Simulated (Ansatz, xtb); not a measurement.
## Two isomers of C5H5BrNP

We compare X, `CC1=NC=CP=C1Br`, a singlet, with Y, `CC1=PC=CN=C1Br`, a singlet. Both are isolated molecules in the gas phase, relaxed with PBE0-D3(BJ)/def2-SVP.

Quicker runs give these differences E(Y) − E(X): GFN2-xTB −2.18 kcal/mol; HF/STO-3G +0.25 kcal/mol (at GFN2-xTB geometries); r2SCAN-D4/def2-SVP −1.84 kcal/mol (at GFN2-xTB geometries).

Which of the two would you expect CCSD(T)/def2-SVP + ΔMP2/def2-TZVPP electronic energies to favour?

Too close to call at this level: CCSD(T)/def2-SVP + ΔMP2/def2-TZVPP gives E(Y) − E(X) = −0.31 kcal/mol.

The same difference at several levels:

```csv
level,geometry,E(Y) − E(X) (kcal/mol),departure from the last row (kcal/mol),"job, with rough time for the two"
GFN2-xTB,GFN2-xTB,−2.18,−1.87,"optimisation, 0.14 s"
HF/STO-3G,GFN2-xTB,+0.25,+0.56,"single point, 0.62 s"
r2SCAN-D4/def2-SVP,GFN2-xTB,−1.84,−1.53,"single point, 5 s"
PBE0-D3(BJ)/def2-SVP,PBE0-D3(BJ)/def2-SVP,−1.42,−1.11,"optimisation, 38 s"
HF/def2-SVP,PBE0-D3(BJ)/def2-SVP,+0.21,+0.52,part of the CCSD(T) run
MP2/def2-SVP,PBE0-D3(BJ)/def2-SVP,−1.62,−1.32,part of the CCSD(T) run
CCSD(T)/def2-SVP,PBE0-D3(BJ)/def2-SVP,−0.56,−0.25,single point
CCSD(T)/def2-SVP + ΔMP2/def2-TZVPP,PBE0-D3(BJ)/def2-SVP,−0.31,,"single point, 2.4 min"
```

As drawn, both hold the same kinds of bond in the same numbers.

The largest departure from CCSD(T)/def2-SVP + ΔMP2/def2-TZVPP is that of GFN2-xTB, 1.87 kcal/mol. The last row adds to CCSD(T) the change of the MP2 difference between the two basis sets, here +0.25 kcal/mol.

With thermal terms from frequencies at re-optimised GFN2-xTB minima (ideal gas, soft modes damped towards free rotors, one conformer each, 298.15 K, 1 atm): on the last row, ΔE + ΔZPE = −0.31, ΔH = −0.33, ΔG = −0.27 kcal/mol.

The correlated steps freeze 20 core orbitals; the filled d shell of Br is correlated, in a basis made for valence electrons. Run with Ansatz 0.2.0, xtb 6.7.1; the last row on 4 threads of Arm Neoverse V2 on a shared host.
